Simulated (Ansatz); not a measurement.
Cost and result up the ladder for cis-NiH2(PH3)2 (NiP₂H₈) (11 atoms). The state is a singlet with charge 0. Geometry: PBE0-D4/def2-SVP.

Cartesian coordinates in Å:
```
Ni -0.7180 -0.2829 0.2876
P 1.1699 -1.0577 0.8690
P -0.5542 1.3017 -1.1141
H -2.1738 -0.1563 0.2509
H -1.3772 -1.2463 1.1675
H 2.4537 -0.6155 0.4209
H 1.4124 -2.4433 0.6554
H 1.4920 -1.0537 2.2548
H -1.1385 2.5533 -0.7734
H -1.2180 1.1533 -2.3636
H 0.6517 1.8475 -1.6549
```

Ansatz on 2 threads of Arm Neoverse V1 on a shared host. Times are rough, and most runs start from the orbitals of an earlier one. No level here is sound enough to serve as a yardstick. Binding counts from free atoms at the same level (Ni triplet, P quartet, H doublet; other spins of the atoms weren't run), without zero-point energy or a counterpoise term.

B3LYP takes the VWN-RPA correlation. No other spin state of charge 0 was run.

Run but left out: HF/STO-3G, B2PLYP/def2-TZVP, PBE-QIDH/def2-TZVP (restricted singlet, unstable in another Hartree–Fock run and untested here); CCSD(T)/def2-TZVP (restricted singlet, unstable towards broken spin symmetry).

```json
{"level": "PBE-D4/def2-SVP", "functions": "107", "wall time": "2.1 s", "binding energy per atom (eV)": "2.69", "remarks": "restricted SCF unstable in HF"}
{"level": "PBE0-D4/def2-SVP", "functions": "107", "wall time": "2.7 s", "binding energy per atom (eV)": "2.53", "remarks": "restricted SCF unstable in HF"}
{"level": "PBE-D4/def2-TZVP (with forces)", "functions": "167", "wall time": "4.1 s", "binding energy per atom (eV)": "2.68", "remarks": "–"}
{"level": "B3LYP-D4/def2-TZVP", "functions": "167", "wall time": "4.8 s", "binding energy per atom (eV)": "2.62", "remarks": "restricted SCF unstable in HF"}
{"level": "PBE0-D4/def2-TZVP", "functions": "167", "wall time": "4.8 s", "binding energy per atom (eV)": "2.55", "remarks": "restricted SCF unstable in HF"}
{"level": "r2SCAN-D4/def2-TZVP", "functions": "167", "wall time": "7 s", "binding energy per atom (eV)": "2.67", "remarks": "restricted SCF unstable in HF"}
```
